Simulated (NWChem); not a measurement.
All runs are NWChem calculations. System: H$_{3}$BrSi, charge 0, spin multiplicity 1, at a geometry optimised with PBE0/def2-SVP. The structure started from a generated list of species. Level: G0W0@PBE/def2-TZVP, RI basis def2-tzvp-rifit.

Job file:

```
start mol
memory heap 200 mb stack 700 mb global 1700 mb
geometry units angstroms nocenter noautoz
  Si     0.036523    -1.470582     0.000000
  Br    -0.018754     0.755126     0.000000
  H      0.753380    -1.929570     1.221530
  H      0.753380    -1.929570    -1.221530
  H     -1.361696    -1.982132     0.000000
  symmetry group Cs
end
basis spherical
  * library def2-tzvp
end
basis "ri basis" bse spherical
  * library def2-tzvp-rifit
end
dft
  xc xpbe96 cpbe96
  iterations 100
  direct
  tolerances tight
end
task dft energy
gw
  states alpha occ 4 vir 2
end
task dft gw
```

NWChem printed:

```
             Northwest Computational Chemistry Package (NWChem) 7.3.0
             --------------------------------------------------------

                                NWChem Input Module
                                -------------------

 Scaling coordinates for geometry "geometry" by  1.889725989
 (inverse scale =  0.529177249)

 Turning off AUTOSYM since
 SYMMETRY directive was detected!

                             Geometry "geometry" -> ""
                             -------------------------

 Output coordinates in angstroms (scale by  1.889725989 to convert to a.u.)

  No.       Tag          Charge          X              Y              Z
 ---- ---------------- ---------- -------------- -------------- --------------
    1 Si                  14.0000     0.03652300    -1.47058200     0.00000000
    2 Br                  35.0000    -0.01875400     0.75512600     0.00000000
    3 H                    1.0000     0.75338000    -1.92957000     1.22153000
    4 H                    1.0000     0.75338000    -1.92957000    -1.22153000
    5 H                    1.0000    -1.36169600    -1.98213200     0.00000000

 Effective nuclear repulsion energy (a.u.)     150.2665821936

            Nuclear Dipole moment (a.u.)
            ----------------------------
        X                 Y               Z
 ---------------- ---------------- ----------------
    -0.0000075589    -0.0000188973     0.0000000000

      Symmetry information
      --------------------

 Group name             Cs
 Group number              2
 Group order               2
 No. of unique centers     4

      Symmetry unique atoms

     1    2    3    5


 Summary of "ao basis" -> "" (spherical)
 ------------------------------------------------------------------------------
       Tag                 Description            Shells   Functions and Types
 ---------------- ------------------------------  ------  ---------------------
 *                         def2-tzvp                  on all atoms

 new library libraries.bse/

 Summary of "ri basis" -> "" (spherical)
 ------------------------------------------------------------------------------
       Tag                 Description            Shells   Functions and Types
 ---------------- ------------------------------  ------  ---------------------
 *                      def2-tzvp-rifit               on all atoms

  pbe96 is a nonlocal functional; adding pw91lda local functional.

                                 NWChem DFT Module
                                 -----------------

 Summary of "ao basis" -> "ao basis" (spherical)
 ------------------------------------------------------------------------------
       Tag                 Description            Shells   Functions and Types
 ---------------- ------------------------------  ------  ---------------------
 Si                        def2-tzvp                13       37   5s5p2d1f
 Br                        def2-tzvp                16       48   6s5p4d1f
 H                         def2-tzvp                 4        6   3s1p

 Summary of "ao basis" -> "ao basis" (spherical)
 ------------------------------------------------------------------------------
       Tag                 Description            Shells   Functions and Types
 ---------------- ------------------------------  ------  ---------------------
 Si                        def2-tzvp                13       37   5s5p2d1f
 Br                        def2-tzvp                16       48   6s5p4d1f
 H                         def2-tzvp                 4        6   3s1p

      Symmetry analysis of basis
      --------------------------

        a'         68
        a"         35

            General Information
            -------------------
          SCF calculation type: DFT
          Wavefunction type:  closed shell.
          No. of atoms     :     5
          No. of electrons :    52
           Alpha electrons :    26
            Beta electrons :    26
          Charge           :     0
          Spin multiplicity:     1
          Use of symmetry is: on ; symmetry adaption is: on
          Maximum number of iterations: 100
          This is a Direct SCF calculation.
          AO basis - number of functions:   103
                     number of shells:    41
          Convergence on energy requested:  1.00D-06
          Convergence on density requested:  1.00D-05
          Convergence on gradient requested:  5.00D-04

              XC Information
              --------------
          PerdewBurkeErnzerhof Exchange Functional  1.000
            Perdew 1991 LDA Correlation Functional  1.000 local
           PerdewBurkeErnz. Correlation Functional  1.000 non-local

             Grid Information
             ----------------
          Grid used for XC integration:  medium
          Radial quadrature: Mura-Knowles
          Angular quadrature: Lebedev.
          Tag              B.-S. Rad. Rad. Pts. Rad. Cut. Ang. Pts.
          ---              ---------- --------- --------- ---------
          Si                  1.10       88           9.0       590
          Br                  1.15      112          10.0       590
          H                   0.35       45          10.0       434
          Grid pruning is: on
          Number of quadrature shells:   290
          Spatial weights used:  Erf1

          Convergence Information
          -----------------------
          Convergence aids based upon iterative change in
          total energy or number of iterations.
          Levelshifting, if invoked, occurs when the
          HOMO/LUMO gap drops below (HL_TOL):  1.00D-02
[...]
 2-e energy   =    1270.159462
 HOMO         =      -0.373202
 LUMO         =       0.032006

      Symmetry analysis of molecular orbitals - initial
      -------------------------------------------------

  Numbering of irreducible representations:

     1 a'          2 a"

  Orbital symmetries:

     1 a'          2 a'          3 a'          4 a'          5 a'
     6 a"          7 a'          8 a'          9 a"         10 a'
    11 a'         12 a"         13 a'         14 a'         15 a'
    16 a"         17 a'         18 a"         19 a'         20 a'
    21 a'         22 a'         23 a"         24 a'         25 a"
    26 a'         27 a'         28 a'         29 a'         30 a"
    31 a'         32 a"         33 a'         34 a'         35 a"
    36 a'

   convergence    iter        energy       DeltaE   RMS-Dens  Diis-err    time
 ---------------- ----- ----------------- --------- --------- ---------  ------
 d= 0,ls=0.0,diis     1  -2864.9078507191 -3.02D+03  6.52D-03  1.02D+00     2.1
 d= 0,ls=0.0,diis     2  -2864.8953769638  1.25D-02  6.29D-03  4.30D-01     3.4
 d= 0,ls=0.0,diis     3  -2864.9202284593 -2.49D-02  2.85D-03  2.04D-01     4.6
 d= 0,ls=0.0,diis     4  -2864.9483379748 -2.81D-02  3.72D-04  1.09D-03     5.9
 d= 0,ls=0.0,diis     5  -2864.9484985558 -1.61D-04  9.86D-05  1.21D-04     7.2
 d= 0,ls=0.0,diis     6  -2864.9485151464 -1.66D-05  1.30D-05  6.98D-06     8.4
 d= 0,ls=0.0,diis     7  -2864.9485155628 -4.16D-07  4.01D-06  5.59D-07     9.7

         Total DFT energy =    -2864.948515562773
      One electron energy =    -4284.564553016925
           Coulomb energy =     1382.128981297151
    Exchange-Corr. energy =     -112.779526036645
 Nuclear repulsion energy =      150.266582193647

 Numeric. integr. density =       51.999991388740

     Total iterative time =      8.9s

                  Occupations of the irreducible representations
                  ----------------------------------------------

                     irrep           alpha         beta
                     --------     --------     --------
                     a'               19.0         19.0
                     a"                7.0          7.0

                       DFT Final Molecular Orbital Analysis
                       ------------------------------------

 Vector   24  Occ=2.000000D+00  E=-3.377613D-01  Symmetry=a'
              MO Center= -3.5D-01, -1.4D+00,  9.1D-09, r^2= 2.7D+00
   Bfn.  Coefficient  Atom+Function         Bfn.  Coefficient  Atom+Function
  ----- ------------  ---------------      ----- ------------  ---------------
    15      0.304954  1 Si px                99     -0.236883  5 H  s
    53      0.173208  2 Br px                98     -0.148670  5 H  s
   100     -0.134026  5 H  s                  6     -0.129287  1 Si px
    12      0.123969  1 Si px                47     -0.119342  2 Br px
    87      0.118690  3 H  s                 93      0.118690  4 H  s

 Vector   25  Occ=2.000000D+00  E=-2.650894D-01  Symmetry=a'
              MO Center= -9.1D-02,  3.0D-01, -4.1D-10, r^2= 2.6D+00
   Bfn.  Coefficient  Atom+Function         Bfn.  Coefficient  Atom+Function
  ----- ------------  ---------------      ----- ------------  ---------------
    53      0.479905  2 Br px                47     -0.334940  2 Br px
    50      0.306026  2 Br px                56      0.294646  2 Br px
    99      0.122223  5 H  s                100      0.105718  5 H  s
    44      0.102183  2 Br px                15     -0.078129  1 Si px
    98      0.076961  5 H  s                 87     -0.061112  3 H  s

 Vector   26  Occ=2.000000D+00  E=-2.650894D-01  Symmetry=a"
              MO Center=  7.7D-02,  3.0D-01,  4.1D-10, r^2= 2.6D+00
   Bfn.  Coefficient  Atom+Function         Bfn.  Coefficient  Atom+Function
  ----- ------------  ---------------      ----- ------------  ---------------
    55      0.480056  2 Br pz                49     -0.335044  2 Br pz
    52      0.306121  2 Br pz                58      0.294737  2 Br pz
    87     -0.105847  3 H  s                 93      0.105847  4 H  s
    46      0.102215  2 Br pz                88     -0.091554  3 H  s
    94      0.091554  4 H  s                 17     -0.078152  1 Si pz

 Vector   27  Occ=0.000000D+00  E=-4.692739D-02  Symmetry=a'
              MO Center=  2.6D-02, -1.0D+00,  1.1D-14, r^2= 4.8D+00
   Bfn.  Coefficient  Atom+Function         Bfn.  Coefficient  Atom+Function
  ----- ------------  ---------------      ----- ------------  ---------------
    19      0.753731  1 Si py                43     -0.506194  2 Br s
    57      0.458594  2 Br py                 5      0.394564  1 Si s
    16      0.340186  1 Si py                 4      0.308238  1 Si s
    54      0.232158  2 Br py                51      0.184837  2 Br py
    42     -0.183282  2 Br s                 48     -0.176749  2 Br py

 Vector   28  Occ=0.000000D+00  E= 6.519500D-03  Symmetry=a'
              MO Center=  3.3D-01, -1.3D+00,  4.3D-15, r^2= 4.0D+00
   Bfn.  Coefficient  Atom+Function         Bfn.  Coefficient  Atom+Function
  ----- ------------  ---------------      ----- ------------  ---------------
    18      1.344738  1 Si px               100      1.196429  5 H  s
    88     -0.598679  3 H  s                 94     -0.598679  4 H  s
    15      0.332668  1 Si px                56     -0.324556  2 Br px
    28     -0.156677  1 Si d  0              23     -0.114098  1 Si d  0
     6     -0.095640  1 Si px                12      0.095853  1 Si px

 Vector   29  Occ=0.000000D+00  E= 6.521715D-03  Symmetry=a"
              MO Center= -2.7D-01, -1.3D+00, -9.9D-15, r^2= 4.0D+00
   Bfn.  Coefficient  Atom+Function         Bfn.  Coefficient  Atom+Function
  ----- ------------  ---------------      ----- ------------  ---------------
    20      1.345191  1 Si pz                88     -1.036437  3 H  s
    94      1.036437  4 H  s                 17      0.332765  1 Si pz
    58     -0.324657  2 Br pz                29      0.182367  1 Si d  1
    24      0.133414  1 Si d  1               8     -0.095668  1 Si pz
    14      0.095880  1 Si pz                52     -0.090403  2 Br pz

 center of mass
 --------------
 x =  -0.00563515 y =   0.22689743 z =   0.00000000

 moments of inertia (a.u.)
 ------------------
         424.762961066053          10.015569818892           0.000000000000
          10.015569818892          21.729334681263           0.000000000000
           0.000000000000           0.000000000000         425.011465407794

     Multipole analysis of the density
     ---------------------------------

     L   x y z        total         alpha         beta         nuclear
     -   - - -        -----         -----         ----         -------
     0   0 0 0     -0.000000    -26.000000    -26.000000     52.000000

     1   1 0 0      0.011479      0.005744      0.005744     -0.000008
     1   0 1 0     -0.461952     -0.230966     -0.230966     -0.000019
     1   0 0 1     -0.000000     -0.000000     -0.000000      0.000000

     2   2 0 0    -25.128263    -17.957088    -17.957088     10.785913
     2   1 1 0     -0.047980      2.575630      2.575630     -5.199240
     2   1 0 1     -0.000000     -0.000000     -0.000000      0.000000
     2   0 2 0    -23.198258   -121.604734   -121.604734    220.011210
     2   0 1 1      0.000000      0.000000      0.000000      0.000000
     2   0 0 2    -25.129433    -17.893229    -17.893229     10.657024

 Task  times  cpu:        9.7s     wall:        9.7s

                                NWChem Input Module
                                -------------------

                                 NWChem GW Module
                                 ----------------

                             ***********************
                             ***        GW       ***
                             ***********************

 Summary of "ri basis" -> "ri basis" (spherical)
 ------------------------------------------------------------------------------
       Tag                 Description            Shells   Functions and Types
 ---------------- ------------------------------  ------  ---------------------
 Si                     def2-tzvp-rifit             29      113   9s7p6d5f2g
 Br                     def2-tzvp-rifit             37      159   10s9p8d5f4g1h
 H                      def2-tzvp-rifit              7       15   4s2p1d

                 Memory Information
                 ------------------
          Available GA per process is          1699.9 MBs
          Available stack per process is        700.0 MBs
          Available heap per process is           0.0 MBs

          Peak memory in Initialization
              Peak GA per process is                  7.7 MBs
              Peak stack per process is               0.1 MBs
              Peak heap per process is                8.3 MBs
              Memory not in MA per process            0.0 MBs

          Peak memory in AFF Calculation
              Peak GA per process is                 42.3 MBs
              Peak stack per process is              30.6 MBs
              Peak heap per process is                0.0 MBs
              Memory not in MA per process           30.6 MBs

          Computing 2-center integrals
          Computing Inverse Cholesky factor
          Computing 3-center integrals
          Computing V_xc ...

          Computing Sigma_x
          Computing RPA polarizability
          Solving quasiparticle equations

                  Alpha Orbitals
          State     Energy (eV)     Error (eV)
          -----------------------------------
@GW        23        -12.500           0.002
@GW        24        -12.500           0.002
@GW        25        -10.306           0.002
@GW        26        -10.306           0.002
@GW        27          1.617           0.002
@GW        28          2.980           0.002

   Applying  -3.0927 eV scissor-shift to rest of particle states

   Applying   2.8939 eV scissor-shift to rest of hole states

     GW Timing Statistics
   ------------------------
   Init.   :          0.1s
     ERIs  :          0.5s
     Distr.:          0.0s
     Vxc   :          0.1s
   Sigma_x :          0.0s
   RPA     :          0.8s
   Wmn     :          0.0s
   Sigma_c :          0.0s
   GW total:          1.5s

 Task  times  cpu:        1.5s     wall:        1.5s

 Total times  cpu:       11.2s     wall:       11.2s
```
